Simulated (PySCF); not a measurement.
**`C(=C=CC)=C=C(C)B(C)C`, C₉H₁₃B**

Geometry (Å), atoms numbered from 1 in this order:
```xyz
23

C     4.8112    0.5577    0.5715
C     3.8555   -0.5954    0.5620
C     2.5939   -0.5345    0.1885
C     1.3636   -0.4681   -0.1758
C     0.1361   -0.4077   -0.5353
C    -1.1454   -0.3365   -0.8777
C    -1.5697   -0.5706   -2.3074
B    -2.1896   -0.0146    0.2537
C    -3.7122    0.0673   -0.1473
C    -1.7507    0.2211    1.7425
H     5.6713    0.3553   -0.0884
H     4.3277    1.4854    0.2374
H     5.2157    0.7193    1.5844
H     4.2394   -1.5707    0.8937
H    -0.7138   -0.7426   -2.9744
H    -2.1400    0.2917   -2.6892
H    -2.2398   -1.4434   -2.3745
H    -4.0309   -0.8189   -0.7225
H    -3.8566    0.9227   -0.8336
H    -4.3965    0.2002    0.7030
H    -2.2063    1.1477    2.1328
H    -2.1818   -0.5895    2.3595
H    -0.6667    0.2483    1.9197
```

Method used: quadratic response CAM-B3LYP/def2-SVPD first hyperpolarisability, Taylor convention, gas phase in PySCF. Geometry: PBE0-D3(BJ)/def2-SVP.

**Question.** Give β for the processes computed.

**Answer.** In au, Taylor convention; the vector part is βᵢ = ⅓ Σⱼ (βᵢⱼⱼ + βⱼᵢⱼ + βⱼⱼᵢ); β∥ is 3/5 of the vector part along the dipole, the dipole points from − to +:
| process | λ (nm) | β vector norm | β∥ | β HRS | depolarisation ratio |
| --- | --- | --- | --- | --- | --- |
| static β(0;0,0) | ∞ | 457.1 | 251.9 | 215.7 | 3.54 |
| second harmonic β(−2ω;ω,ω) | 1907 | 519.5 | 288.1 | 242.7 | 3.64 |
| Pockels β(−ω;ω,0) | 1907 | 476.6 | 263.2 | – | – |
| second harmonic β(−2ω;ω,ω) | 1064 | 713.0 | 400.5 | 326.8 | 3.83 |
| Pockels β(−ω;ω,0) | 1064 | 524.3 | 290.9 | – | – |

**Question.** Which lowest excitations, dipole and polarisabilities go with it?

**Answer.** S1 3.19 eV (f = 0.000); S2 4.17 eV (f = 0.000); S3 4.44 eV (f = 0.230); dipole 0.79 D; isotropic α 157.6 au static, 158.7 au at 1907 nm, 161.2 au at 1064 nm, 162.2 au at 953.5 nm, 174.5 au at 532 nm.
